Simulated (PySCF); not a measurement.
Bonding in `CC#[C][AlH][C](C)(C)C`

Compound: C₇H₁₃Al.
SMILES with atom numbers: `[CH3:1][C:2]#[C:3][AlH:4][C:5]([CH3:6])([CH3:7])[CH3:8]` (hydrogens: H9, H10, H11 on C1; H12 on Al4; H13, H14, H15 on C6; H16, H17, H18 on C7; H19, H20, H21 on C8)

Structure used (PBE0-D3(BJ)/def2-SVP), in Å, numbered top down from 1:
```xyz
21
C7H13Al angstrom
C      4.3733    0.0766   -0.1518
C      3.0094   -0.3703    0.0633
C      1.8595   -0.7508    0.2475
Al     0.0618   -1.3255    0.5362
C     -1.4009   -0.0339    0.1773
C     -1.3096    0.4049   -1.2884
C     -1.1908    1.1875    1.0799
C     -2.7714   -0.6541    0.4516
H      4.9911   -0.7278   -0.5812
H      4.8382    0.3837    0.7984
H      4.4091    0.9372   -0.8380
H     -0.1947   -2.8076    1.0552
H     -2.0826    1.1650   -1.5163
H     -0.3312    0.8543   -1.5260
H     -1.4718   -0.4323   -1.9892
H     -0.2071    1.6588    0.9184
H     -1.9599    1.9584    0.8767
H     -1.2692    0.9368    2.1520
H     -2.9643   -1.5351   -0.1830
H     -3.5802    0.0749    0.2509
H     -2.8796   -0.9785    1.4998
```

Bond orders from the PBE0/pcSseg-1 density (PySCF). Isolated species at its PBE0-D3(BJ)/def2-SVP geometry, gas phase.

Problem. How far do the computed orders between heavy atoms stray from the drawn ones?

Solution. The largest departure is 0.669, at C2–C3 (drawn triple, 2.331). Drawn single, order above 1.12: C1–C2 (1.187). Drawn single, order below 0.88: Al4–C5 (0.797). Drawn double or triple, more than 0.30 short of the drawn order: C2–C3 (2.331).

Problem. Set the Mayer orders of the bonds beside their lengths.

Solution. 
| bond | drawn as | length (Å) | Mayer order |
| --- | --- | --- | --- |
| C1–C2 | single | 1.451 | 1.187 |
| C2–C3 | triple | 1.225 | 2.331 |
| C3–Al4 | single | 1.909 | 1.033 |
| Al4–C5 | single | 1.984 | 0.797 |
| C5–C6 | single | 1.533 | 1.009 |
| C5–C7 | single | 1.533 | 1.008 |
| C5–C8 | single | 1.529 | 1.001 |
| C1–H9 | single | 1.101 | 0.924 |
| C1–H10 | single | 1.102 | 0.922 |
| C1–H11 | single | 1.101 | 0.923 |
| Al4–H12 | single | 1.591 | 0.912 |
| C6–H13 | single | 1.108 | 0.957 |
| C6–H14 | single | 1.103 | 0.956 |
| C6–H15 | single | 1.104 | 0.960 |
| C7–H16 | single | 1.103 | 0.956 |
| C7–H17 | single | 1.108 | 0.957 |
| C7–H18 | single | 1.104 | 0.960 |
| C8–H19 | single | 1.103 | 0.962 |
| C8–H20 | single | 1.107 | 0.959 |
| C8–H21 | single | 1.103 | 0.961 |

Bonds between the same two heavy elements. C–C: lowest C5–C8 (1.001, 1.529 Å), highest C2–C3 (2.331, 1.225 Å). Al–C: lowest Al4–C5 (0.797, 1.984 Å), highest C3–Al4 (1.033, 1.909 Å).

Problem. Sum the orders of all bonds at each heavy atom with more than one neighbour and set the sums beside the valence in the SMILES.

Solution. C1 3.956 (drawn 4), C2 3.518 (drawn 4), C3 3.364 (drawn 4), Al4 2.742 (drawn 3), C5 3.815 (drawn 4), C6 3.882 (drawn 4), C7 3.881 (drawn 4), C8 3.883 (drawn 4). Orders between atoms that aren't bonded are not in these sums.

For a closed shell the Mayer order of atoms A and B is Σ (PS)μν (PS)νμ over the basis functions μ on A and ν on B, with P the density and S the overlap matrix.
